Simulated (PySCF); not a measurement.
Te(OH)2 (H2O2Te), SMILES O[Te]O. Geometry: PBE-D3(BJ)/def2-TZVP. The def2 effective core potentials stand for the cores of Te; spin–orbit coupling is left out. Other conformers were not sampled.

Method: PBE-D3(BJ)/def2-TZVP (PySCF 2.14.0).

Harmonic wavenumbers (cm⁻¹): 198, 432, 442, 574, 593, 972, 976, 3681, 3683. Rotational constants (GHz): 10.72, 6.274, 4.059; symmetry number 2.

Q: Work out the zero-point energy and the ideal-gas rigid-rotor harmonic-oscillator thermochemistry at 298.15 K and 1 atm.

A: ZPE = ½ Σ hcν = ½ × 11552 cm⁻¹ = 69.09 kJ/mol. H − E(el) = 83.04 kJ/mol. Entropy in J/(mol K): translation 172.17, rotation 97.08, vibration 20.88, total 290.13. G − E(el) = -3.46 kJ/mol. Cp = 64.92 J/(mol K).
